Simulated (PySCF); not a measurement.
**SbS: one state, many levels of theory**

State: ²Π (doublet), unpaired electrons π ↑. Set-up: basis Sb cc-pVDZ-PP with ECP28, S cc-pV(D+d)Z; scalar-relativistic core potentials; PySCF 2.14. De refers to Sb + S in their high-spin ground configurations, without counterpoise correction. The functionals are run spin-unrestricted. A positive dipole means Sb(−)S(+). Levels whose curve was spin-contaminated or gave no clean fit are not listed.

```csv
Level,Re (Å),ωe (cm⁻¹),De (eV),μ (D),"CPU s a point (SCF and correlation, without the integrals)"
PBE,2.253,469,3.81,-2.28,0.75
TPSS,2.247,474,3.61,-2.33,0.88
r²SCAN,2.234,491,3.43,-2.42,0.88
TPSSh,2.234,488,3.44,-2.42,0.96
PBE0,2.221,505,3.33,-2.51,0.85
M06,2.234,495,4.03,-2.75,2
ωB97X,2.200,535,3.60,-2.71,1.4
```

Q: What does the step from GGA to meta-GGA do here, going from PBE to r²SCAN?

A: r²SCAN less PBE: -1.9 pm in Re, +4.7 % in ωe, -0.38 eV in De. 

Q: What does a tenth of exact exchange do here, going from TPSS to TPSSh?

A: TPSSh less TPSS: -1.3 pm in Re, +3.0 % in ωe, -0.17 eV in De. Exact exchange removes part of the self-interaction that spreads semilocal densities, and in most molecules shortens and stiffens the bond and lowers De; so it does here.

Spin–orbit coupling is left out, which matters for elements this heavy, above all for dissociation energies. The state is the lowest determinant that a PBE0 search found; another state may lie lower at other levels.

The whole job (state search and all levels along the bond) took about 2.6 min on 1 thread of Arm Neoverse V2 (shared host), peak memory 0.54 GiB.
